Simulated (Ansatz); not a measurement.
`C=C[Si](Cl)(Cl)Cl` + HBr → `Cl[Si](Cl)(Cl)Br` + `C=C` at 700 K and 1 bar (ligand exchange at the Si–C bond).

Calculated with Ansatz (gas phase, PBE0-D4/def2-TZVP geometries, no zero-point term in ΔE). CCSD(T)/CBS is the MP2 limit (def2-TZVPP, def2-QZVPP) plus CCSD(T) − MP2 in def2-TZVPP, frozen cores. This one scheme is used for every species. For Br outer-core shells are correlated without core-valence functions, which leaves a few kJ/mol of doubt a bond. Scalar relativity is left out up to krypton. One conformer a species, not always the lowest.

| species | CCSD(T)/CBS energy (Eh) | H − E (kJ/mol) | S (J/(mol·K)) |
| --- | --- | --- | --- |
| `C=C[Si](Cl)(Cl)Cl` | -1746.47121 | 207.1 | 496.3 |
| HBr | -2573.91920 | 36.5 | 223.7 |
| `Cl[Si](Cl)(Cl)Br` | -4241.93609 | 78.4 | 440.1 |
| `C=C` | -78.48111 | 168.9 | 268.4 |

H − E and S are ideal-gas, rigid-rotor, harmonic terms from PBE0-D4/def2-TZVP, for one conformer and one mirror image of each species. 1 Eh = 2625.50 kJ/mol, R = 8.31446 J/(mol·K).

Problem. By hand: ΔE, ΔH, ΔS and ΔG.

Solution. ΔE = (-4241.93609) + (-78.48111) − (-1746.47121) − (-2573.91920) = -0.02679 Eh = -70.3 kJ/mol. Δ(H − E) = 78.4 + 168.9 − 207.1 − 36.5 = 3.7, so ΔH = -66.6 kJ/mol. ΔS = 440.1 + 268.4 − 496.3 − 223.7 = -11.5 J/(mol·K). ΔG = -66.6 − 700 × (-11.5)/1000 = -58.5 kJ/mol.

Problem. By hand: the equilibrium constant, and the temperature at which ΔG would vanish if ΔH and ΔS stayed fixed.

Solution. log₁₀ K = −ΔG/(RT ln 10) = 4.4. ΔG = 0 at ΔH/ΔS = 5791 K, far beyond where these terms or the molecules hold.

The number of gas molecules stays the same, so ΔS is small and ΔH decides. A doubt of 5 kJ/mol in ΔE shifts log₁₀ K by 0.4 here. Other conformers and mirror images would add mixing entropy, several J/(mol·K) or more a flexible species. These are equilibria of isolated gas molecules and say nothing of rates. Largest T1 diagnostic: 0.011 (customary marks: 0.02 for closed shells, 0.045 for open ones).
